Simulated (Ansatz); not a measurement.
A nudged elastic band was laid between two geometries of BClH2O + H3P (9 atoms, charge 0, multiplicity 1).

These are results of RKS revPBE/6-31G* (Ansatz), not measurements.

```
movable images  : 7
climbing image  : yes
spring          : 5.0 eV/Å²
optimiser       : quadratic models (default)
start path      : through a guess of the saddle point
force threshold : 0.03 eV/Å
iteration limit : 60
end points      : relaxed
```

First end point:

```xyz
9
Properties=species:S:1:pos:R:3
B -0.167 -1.108 -0.165
Cl 0.021 -2.815 0.341
O 0.909 -0.322 -0.439
H 1.757 -0.802 -0.326
H -1.267 -0.643 -0.266
P 0.248 3.710 1.041
H 1.450 3.934 1.798
H 0.809 2.587 0.344
H -0.320 2.876 2.065
```

Last end point:

```xyz
9
Properties=species:S:1:pos:R:3
B 0.305 1.161 -0.513
Cl 0.702 -1.576 2.868
O 0.320 -0.133 -0.026
H 0.022 -0.776 -0.702
H -0.043 1.363 -1.654
P 1.023 2.595 0.561
H -0.016 3.542 0.288
H 0.543 2.190 1.849
H 0.586 -0.949 1.722
```

(1) Which bonds break or form, and what moves?

(2) What energy profile does the band end with?

(3) What is the geometry of the highest image?

The band took 47 iterations and roughly 20 core-minutes.

Answers

(1) Bonds broken: B1–Cl2, P6–H9. Bonds formed: B1–P6, Cl2–H9. BClH2O + H3P becomes BH4OP + ClH.

(2) The run converged. The highest image is number 4 of 0 to 8, 48.8 kcal/mol above the first end and 29.2 kcal/mol above the last; the last end lies 19.6 kcal/mol above the first. The profile has 2 maxima (images 4, 6) with wells between them (image 5): this band takes more than one step, which may be the mechanism or a detour left from its start path. Neighbouring images differ by up to 2.0 eV, so the band resolves the path poorly. A vibrational analysis at the climbing image gives one clearly imaginary mode, 726i cm⁻¹: a first-order saddle point. The orbitals stay closed-shell, which can raise the energy where a bond breaks towards radicals; this wasn't checked here.

| image | path coordinate (Å) | energy (kcal/mol) | B1–Cl2 (Å) | P6–H9 (Å) | B1–P6 (Å) |
| --- | --- | --- | --- | --- | --- |
| 0 | 0.00 | 0.0 | 1.79 | 1.44 | 4.98 |
| 1 | 1.74 | 0.1 | 1.79 | 1.44 | 4.80 |
| 2 | 3.47 | 0.3 | 1.79 | 1.44 | 4.39 |
| 3 | 5.21 | 3.4 | 1.78 | 1.44 | 3.66 |
| 4 | 6.95 | 48.8 | 2.25 | 1.70 | 2.23 |
| 5 | 10.69 | 19.6 | 5.19 | 2.40 | 1.94 |
| 6 | 14.44 | 23.3 | 4.92 | 3.89 | 1.94 |
| 7 | 18.19 | 23.3 | 4.20 | 3.72 | 1.94 |
| 8 | 21.94 | 19.6 | 4.37 | 3.75 | 1.93 |

(3) 
```xyz
9
Properties=species:S:1:pos:R:3:forces:R:3
B 0.239 0.351 0.211 0.00 0.00 0.00
Cl -0.554 -0.683 2.040 0.00 0.00 0.00
O 1.541 -0.029 -0.012 0.00 0.00 0.00
H 1.566 -0.867 -0.517 0.00 0.00 0.00
H -0.709 0.215 -0.510 0.00 0.00 0.00
P 0.233 2.413 1.074 0.00 0.00 0.00
H 1.604 2.423 0.682 0.00 0.00 0.00
H -0.320 2.734 -0.203 0.00 0.00 0.00
H -0.159 0.859 1.628 0.00 0.00 0.00
```

Time of the run: 20 min on 1 thread of Arm Neoverse N1, with other jobs on the host, peak memory 0.13 GiB.
